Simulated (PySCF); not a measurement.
Constitutional and geometric isomers with formula C3H4S. All species are isolated molecules in the gas phase. One relaxed conformer stands for each flexible species; it need not be the lowest. Strings in code marks are SMILES.

These are M06-2X/def2-TZVP // PBE0-D3(BJ)/def2-TZVP (PySCF) values and carry that method's errors. All candidates: neutral, multiplicity 1. Delta-SCF ions had no search for a lower state. Excitations are Tamm–Dancoff values on a coarser integration grid. The basis has no diffuse functions, so Rydberg states are missing or too high.

```json
{
 "HOMO": "-7.56 eV",
 "vertical ionisation energy (Delta-SCF)": "8.74 eV",
 "S1 excitation (TDA)": "5.29 eV"
}
```

Q: Which member has these values?
A. `C#CSC`
B. `SC1=CC1` (H–S–C–C torsion 180°)
C. `SC1C=C1` (H–S–C–C torsion 152°)
D. `C=C=CS`

A: B, `SC1=CC1` (H–S–C–C torsion 180°). The others give `C#CSC`: -7.63 eV, 8.87 eV, 4.58 eV; `SC1C=C1` (H–S–C–C torsion 152°): -7.81 eV, 9.09 eV, 5.20 eV; `C=C=CS`: -7.54 eV, 8.70 eV, 4.59 eV
